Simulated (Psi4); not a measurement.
Cl2Ni, triplet, geometry from GFN2-xTB (such geometries of metal compounds can be far from the true shape). Base run: B3LYP/6-31G in Psi4 1.11.

Input for Psi4:
```
memory 2 GB

molecule mol {
0 3
  Ni    0.000000    0.000000    0.000000
  Cl    0.000000    0.000000    1.934826
  Cl   -0.000000   -0.000000   -1.934826
}

set basis 6-31g
set reference uks

energy('b3lyp')
print_variables()
```

Variants of this job, named by their change:

```
change                       E (Eh)  <S^2>  core-seconds (rough)
----------------------  -----------  -----  --------------------
base                    -2428.45588  2.004                     9
functional = cam-b3lyp  -2428.59119  2.003                    10
functional = scan       -2428.68515  2.001                    10
functional = pw6b95     -2429.90631  2.004                    10
functional = bp86       -2428.79613  2.002                     7
functional = x3lyp      -2428.27310  2.004                    10
functional = b3lyp5     -2428.21401  2.004                    10
functional = tpssh      -2428.51729  2.002                    20
functional = blyp       -2428.55094  2.002                     7
functional = r2scan     -2428.40391  2.002                    10
functional = wb97x      -2428.49575  2.003                     9
functional = pbe0       -2427.85342  2.004                     8
functional = wb97m-v    -2428.34613  2.003                    40
```

Totals shift with the method and basis; they matter in differences.

Open shells are given as the SCF converged; they aren't shown to be the lowest states, and a large step between rows can be another state.
